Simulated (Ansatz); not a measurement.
Born–Oppenheimer molecular dynamics of BF2H3S (7 atoms, charge 0, multiplicity 1). It starts at the highest image of a converged band. Of that band: Neighbouring images differ by up to 1.3 eV, so the band resolves the path poorly. A vibrational analysis at the climbing image gives one clearly imaginary mode, 1043i cm⁻¹: a first-order saddle point.

Computed with RKS r2SCAN/def2-mTZVP in Ansatz.

* ensemble: NVE (velocity Verlet)
* time step: 0.5 fs
* steps asked: 200
* starting velocities drawn for: 100 K
* seed: 9760

Frames 5 fs apart, positions in Å, forces in eV/Å.

Velocities at 40 fs (Å/ps):

```
B -5.13 18.84 -4.71
H -6.02 33.57 -11.34
F -4.26 0.55 -1.19
F 5.01 1.82 0.42
S 0.22 -6.13 4.57
H 4.09 -5.26 -3.17
H 35.96 -80.34 -65.93
```

```xyz
7
Properties=species:S:1:pos:R:3:forces:R:3 time_fs=40 energy_less_start_eV=-1.008 T=1660
B -0.134 0.213 0.165 0.19 -0.52 -0.64
H -0.382 0.462 1.322 0.26 0.20 -0.63
F 1.053 0.453 -0.449 -1.23 0.17 0.73
F -1.128 -0.259 -0.636 0.65 0.68 0.48
S 0.524 -2.302 0.388 0.79 -1.44 1.14
H -0.694 -2.761 0.132 -0.66 -0.12 -0.24
H 0.668 -3.264 1.417 0.01 1.03 -0.83
7
Properties=species:S:1:pos:R:3:forces:R:3 time_fs=45 energy_less_start_eV=-1.074 T=1762
B -0.157 0.302 0.134 0.32 -0.30 -0.82
H -0.390 0.654 1.224 -0.04 0.24 0.34
F 1.026 0.457 -0.451 -0.21 0.35 0.28
F -1.100 -0.246 -0.632 -0.15 0.24 0.13
S 0.527 -2.339 0.415 -0.30 -1.35 0.09
H -0.727 -2.792 0.095 0.43 0.22 0.08
H 0.843 -3.542 1.010 -0.05 0.60 -0.10
7
Properties=species:S:1:pos:R:3:forces:R:3 time_fs=50 energy_less_start_eV=-1.023 T=1683
B -0.175 0.386 0.089 -0.23 0.54 0.97
H -0.399 0.888 1.158 -0.10 -0.21 -0.31
F 0.997 0.465 -0.449 1.48 0.51 -0.44
F -1.075 -0.231 -0.626 -1.21 -0.34 -0.32
S 0.530 -2.385 0.443 0.31 -0.93 0.07
H -0.700 -2.789 0.065 -0.04 -0.08 -0.03
H 1.006 -3.671 0.559 -0.21 0.52 0.06
7
Properties=species:S:1:pos:R:3:forces:R:3 time_fs=55 energy_less_start_eV=-0.976 T=1609
B -0.196 0.479 0.060 -0.28 0.20 0.33
H -0.434 1.089 1.048 -0.23 -0.06 0.06
F 0.984 0.480 -0.453 1.81 0.56 -0.40
F -1.063 -0.219 -0.623 -1.37 -0.25 -0.12
S 0.535 -2.438 0.471 0.70 -1.22 -0.06
H -0.679 -2.799 0.026 -0.19 -0.12 -0.12
H 1.115 -3.664 0.130 -0.45 0.90 0.31
7
Properties=species:S:1:pos:R:3:forces:R:3 time_fs=60 energy_less_start_eV=-1.020 T=1679
B -0.223 0.576 0.038 0.25 -0.76 -0.97
H -0.520 1.275 0.944 -0.08 -0.02 0.05
F 0.993 0.502 -0.460 0.47 0.70 0.32
F -1.069 -0.209 -0.621 -0.72 0.44 0.43
S 0.544 -2.501 0.498 -0.51 -0.71 -0.23
H -0.684 -2.831 -0.029 0.48 0.23 0.27
H 1.137 -3.473 -0.238 0.10 0.12 0.12
7
Properties=species:S:1:pos:R:3:forces:R:3 time_fs=65 energy_less_start_eV=-1.003 T=1652
B -0.244 0.657 -0.004 0.43 -0.98 -0.96
H -0.618 1.443 0.841 0.33 -0.42 -0.46
F 1.009 0.533 -0.465 -0.66 0.79 0.69
F -1.083 -0.195 -0.615 -0.17 0.84 0.57
S 0.551 -2.569 0.524 0.95 -0.78 -0.57
H -0.623 -2.822 -0.041 -0.73 0.01 -0.10
H 1.160 -3.216 -0.551 -0.16 0.54 0.83
7
Properties=species:S:1:pos:R:3:forces:R:3 time_fs=70 energy_less_start_eV=-1.105 T=1810
B -0.256 0.715 -0.067 0.64 -1.30 -1.05
H -0.653 1.541 0.660 0.08 0.34 0.28
F 1.017 0.574 -0.461 -0.76 0.55 0.45
F -1.100 -0.170 -0.601 -0.01 0.54 0.21
S 0.563 -2.642 0.546 -0.25 -0.42 -1.00
H -0.668 -2.800 -0.048 0.40 0.10 0.41
H 1.154 -2.851 -0.687 -0.11 0.20 0.71
7
Properties=species:S:1:pos:R:3:forces:R:3 time_fs=75 energy_less_start_eV=-1.182 T=1929
B -0.256 0.750 -0.150 -0.21 0.64 0.59
H -0.654 1.679 0.508 0.23 -0.28 -0.21
F 1.016 0.621 -0.451 0.14 -0.04 -0.15
F -1.118 -0.139 -0.585 -0.18 -0.27 -0.30
S 0.574 -2.719 0.560 0.22 0.02 -0.39
H -0.661 -2.761 0.020 -0.10 -0.02 0.05
H 1.121 -2.432 -0.662 -0.09 -0.05 0.41
7
Properties=species:S:1:pos:R:3:forces:R:3 time_fs=80 energy_less_start_eV=-1.121 T=1835
B -0.259 0.796 -0.223 -0.53 0.97 0.75
H -0.617 1.778 0.328 -0.21 0.15 0.06
F 1.017 0.668 -0.444 0.71 -0.57 -0.46
F -1.137 -0.111 -0.573 0.00 -0.51 -0.37
S 0.588 -2.795 0.571 0.55 0.64 -0.89
H -0.673 -2.722 0.105 -0.19 -0.03 -0.02
H 1.059 -2.041 -0.516 -0.33 -0.66 0.93
7
Properties=species:S:1:pos:R:3:forces:R:3 time_fs=85 energy_less_start_eV=-1.118 T=1830
B -0.273 0.861 -0.280 -0.31 0.52 0.33
H -0.621 1.904 0.155 -0.30 0.08 0.02
F 1.026 0.708 -0.441 -0.08 -0.64 -0.28
F -1.156 -0.088 -0.565 0.65 0.10 -0.07
S 0.604 -2.867 0.577 -0.66 0.47 -0.45
H -0.710 -2.696 0.193 0.54 -0.24 0.27
H 0.936 -1.782 -0.180 0.16 -0.29 0.18
7
Properties=species:S:1:pos:R:3:forces:R:3 time_fs=90 energy_less_start_eV=-1.066 T=1749
B -0.294 0.938 -0.330 0.06 -0.03 -0.04
H -0.686 2.036 -0.014 0.07 -0.51 -0.15
F 1.033 0.741 -0.442 -1.34 -0.23 0.01
F -1.167 -0.064 -0.557 1.17 0.84 0.18
S 0.617 -2.936 0.578 0.52 0.89 -0.15
H -0.671 -2.719 0.329 -0.71 -0.19 -0.06
H 0.838 -1.616 0.226 0.24 -0.77 0.21
7
Properties=species:S:1:pos:R:3:forces:R:3 time_fs=95 energy_less_start_eV=-1.054 T=1731
B -0.313 1.011 -0.381 0.65 -1.59 -0.47
H -0.747 2.085 -0.210 -0.01 0.36 0.10
F 1.024 0.770 -0.443 -1.81 0.21 0.14
F -1.163 -0.030 -0.548 1.14 1.05 0.24
S 0.632 -2.997 0.578 -0.65 1.08 0.03
H -0.726 -2.794 0.464 0.54 -0.28 0.02
H 0.795 -1.623 0.668 0.14 -0.84 -0.06
```

Of the whole run (100 fs, mean temperature of the second half 1756 K): The conserved energy stayed within 0.059 meV per atom of its start (net change -0.004 meV per atom), so the integration is sound. The kinetic energy rose, since the run started high on the potential surface and went downhill. It ends in pieces (BF2H + H2S), so much of that is their flight and rotation, not heat. A run of 0.1 ps of so small a system gives no equilibrium averages. The orbitals stay closed-shell, which can raise the energy where a bond breaks towards radicals; this wasn't checked here.

The run took 6.2 min on 2 threads of Intel(R) Xeon(R) Platinum 8259CL CPU @ 2.50GHz (Skylake/Cascade Lake) (shared host), peak memory 0.19 GiB.
